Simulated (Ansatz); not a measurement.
Cartesian coordinates (Å):
```xyz
8

Sn    -1.5623     0.0930    -0.3636
Sn     1.5622    -0.0933     0.3633
H     -2.1096     1.4931     0.5566
H     -2.7817     0.1409    -1.6869
H     -2.2825    -1.1808     0.6188
H      2.7805    -0.1454     1.6874
H      2.2833     1.1833    -0.6149
H      2.1101    -1.4908    -0.5605
```
Charge -1, spin multiplicity 2.

These are frozen-core CCSD(T)/def2-TZVPP // B3LYP-D3(BJ)/def2-TZVP run with Ansatz (a quantum-chemistry and plane-wave program) values and carry that method's errors.

| Quantity | Result |
|---|---|
| HF energy | -430.15002 Ha |
| MP2 correlation energy | -0.69253 Ha |

Question: Estimate the CCSD correlation energy, the (T) correction, the total energy and the T1 diagnostic.

Answer: 
```
Property                        Result
-----------------------  -------------
CCSD correlation energy    -0.71769 Ha
(T) correction             -0.02008 Ha
CCSD(T) total energy     -430.88780 Ha
T1 diagnostic                    0.018
```
